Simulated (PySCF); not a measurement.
C₅H₇FNO (doublet state).
Geometry (GFN2-xTB, Å), atoms numbered from 1 in this order:
```
atom  x, y, z in Å
C1    -2.3003   -0.0321   -0.2185
N2    -1.1457   -0.0696    0.6462
C3     0.1099   -0.0637    0.0934
C4     0.4848   -0.2497   -1.1882
O5     1.8421   -0.2735   -1.3459
C6     2.4042   -0.2247   -0.1020
F7     3.5425    0.5237   -0.0711
C8     1.3508    0.0575    0.9378
H9    -2.3662    0.8931   -0.8036
H10   -2.2482   -0.8735   -0.9084
H11   -3.1970   -0.1339    0.3891
H12   -1.2308    0.4755    1.4923
H13   -0.0867   -0.4054   -2.0810
H14    1.3608   -0.6701    1.7552
H15    1.4753    1.0545    1.3828
```

The hyperfine couplings belong to this conformer and change with its torsions.

The species is `CNC1=CO[C](F)C1` [radical].

The calculation used PySCF, UKS B3LYP, pcH-1 on C F H N O, non-relativistic, mean-field spin-orbit, GIAO. The structure is a single GFN2-xTB conformer in the gas phase; no vibrational or solvent corrections. A GFN2-xTB geometry isn't a minimum of the functional, and hyperfine couplings can be far from their values at a DFT geometry. The SCF solution wasn't tested for stability.

Question: Predict the first-order ENDOR lines of N2, F7, H14/H15, H13 and H9/H10/H11 under fast tumbling at B = 3345.1 mT (W band).

Answer: For S = 1/2 in fast tumbling each set of equivalent nuclei gives two lines, ν± = |νn ± a/2| to first order, with νn = g_N μN B/h and μN/h = 7.62259 MHz/T.

| nuclei | isotope | g_N | νn (MHz) | a_iso (MHz) | lower line (MHz) | upper line (MHz) |
| --- | --- | --- | --- | --- | --- | --- |
| N2 | 14N | 0.4038 | 10.30 | 3.00 | 8.80 | 11.79 |
| F7 | 19F | 5.2577 | 134.06 | 285.12 | 8.50 | 276.62 |
| H14/H15 | 1H | 5.5857 | 142.43 | 82.63 | 101.11 | 183.74 |
| H13 | 1H | 5.5857 | 142.43 | 1.94 | 141.46 | 143.40 |
| H9/H10/H11 | 1H | 5.5857 | 142.43 | 0.62 | 142.12 | 142.73 |

Question: Which pairs are centred on the nuclear Larmor frequency, and which on half the coupling?

Answer: Centred on νn, since |a| < 2νn: N2, H14/H15, H13 and H9/H10/H11. Centred on |a|/2 and split by 2νn: F7.

Question: At what field would the lower line of F7 fall to zero frequency?

Answer: Where νn = |a|/2, that is B = 142.56 MHz/(5.2577 × 7.62259 MHz/T) = 3560 mT, as far as first order holds there.

Means are taken over nuclei equivalent by connectivity, which assumes that they swap fast.

Hardware: one thread of an Arm Neoverse V2, no GPU, shared host with 96 logical CPUs at a one-minute load of 111. Cost: 53 s wall (with the writing of density and orbital grids), 0.97 GiB resident at most.
